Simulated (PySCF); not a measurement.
One molecule, one basis, several functionals.

Species: GeH₉NSi₂.
SMILES with atom numbers: `[SiH3:1][SiH2:2][NH:3][GeH3:4]` (hydrogens: H5, H6, H7 on Si1; H8, H9 on Si2; H10 on N3; H11, H12, H13 on Ge4)

Torsions of this conformer, `[SiH3:1][SiH2:2][NH:3][GeH3:4]`: Si1–Si2–N3–Ge4 -19°.

PySCF, def2-SVPD basis, density fitting, gas phase, PBE0-D3(BJ)/def2-SVP geometry; singlet excitations by full TDDFT with frozen cores, triplets by Tamm–Dancoff TDDFT and ionisation energies by ΔSCF, from the lowest of the holes tried. One functional is left out:

```
functional  exact exchange (%)  HOMO energy (eV)  LUMO energy (eV)  lowest singlet excitation (eV)  lowest triplet excitation (eV)  mean polarisability (au)  vertical ionisation energy (eV)
       LDA                   0             -6.04             -1.39                            4.78                            4.54                     104.8                             8.90
       PBE                   0             -5.97             -1.20                            4.87                            4.60                     101.9                             8.81
     B3LYP                  20             -7.06             -0.60                            5.42                            5.09                      98.4                             9.09
 BHandHLYP                  50             -8.52              0.38                            6.08                            5.67                      94.3                             9.12
```

Problem. Predict the row of PBE0 (25 % exact exchange) by straight lines through the other rows, and check it.

Solution. 
```csv
property,line,computed,computed − line,"B3LYP (20 %), for comparison"
HOMO energy (eV),-7.28,-7.28,0.00,-7.06
LUMO energy (eV),-0.45,-0.41,+0.04,-0.60
lowest singlet excitation (eV),5.48,5.52,+0.04,5.42
lowest triplet excitation (eV),5.14,5.17,+0.03,5.09
mean polarisability (au),98.5,97.9,-0.6,98.4
vertical ionisation energy (eV),9.02,9.08,+0.06,9.09
```

Problem. Which of these properties follows the share of exact exchange most closely, and which least?

Solution. Most closely the HOMO energy, least the vertical ionisation energy; the correlations over the tabulated rows are HOMO energy -1.000, lowest triplet excitation 0.996, LUMO energy 0.995, lowest singlet excitation 0.995, mean polarisability -0.954, vertical ionisation energy 0.868. The HOMO energy moves by -0.504 eV for every 10 %. Functionals with the same share still differ in their other parts: at 0 % LDA and PBE differ by 0.07 eV in it.
